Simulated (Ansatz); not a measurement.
The same molecule with X = C, Ge, Sn. Ansatz, PBE0-D4/def2-TZVP geometries, multiplicity 1. Each molecule was computed in one conformer, which needn't be the lowest.

Elements past krypton have def2 core potentials. Scalar relativity is left out up to krypton.

```csv
X,molecule,mean X–F bond length / Å,mean X–H bond length / Å,mean X–S bond length / Å,HOMO energy (ωB97M-V/def2-TZVPP) / eV,HOMO–LUMO gap (PBE/def2-TZVPP) / eV,"ideal-gas entropy at 298 K and 1 bar (rigid rotor, harmonic PBE0-D4/def2-TZVP) / J/(mol·K)"
Ge,`[F][GeH2][SH]`,1.741,1.531,2.200,-10.16,5.58,307
Sn,`[F][SnH2][SH]`,1.924,1.698,2.380,-10.09,4.79,322
```

Q: Give the row for X = C, `FCS`. (Best estimate.)

A: Computed: 
```json
{"X": "C", "molecule": "`FCS`", "mean X–F bond length / Å": "1.375", "mean X–H bond length / Å": "1.091", "mean X–S bond length / Å": "1.789", "HOMO energy (ωB97M-V/def2-TZVPP) / eV": "-9.82", "HOMO–LUMO gap (PBE/def2-TZVPP) / eV": "5.57", "ideal-gas entropy at 298 K and 1 bar (rigid rotor, harmonic PBE0-D4/def2-TZVP) / J/(mol·K)": "272"}
```

From C to Sn the mean X–F bond length rises at each step, by 0.549 Å in all; the mean X–H bond length rises at each step, by 0.607 Å in all; the mean X–S bond length rises at each step, by 0.591 Å in all; the HOMO energy (ωB97M-V/def2-TZVPP) isn't monotonic: highest at C, lowest at Ge; the HOMO–LUMO gap (PBE/def2-TZVPP) isn't monotonic: highest at Ge, lowest at Sn; the ideal-gas entropy at 298 K and 1 bar (rigid rotor, harmonic PBE0-D4/def2-TZVP) rises at each step, by 50 J/(mol·K) in all. Bonds lengthen as the atom grows down the group.
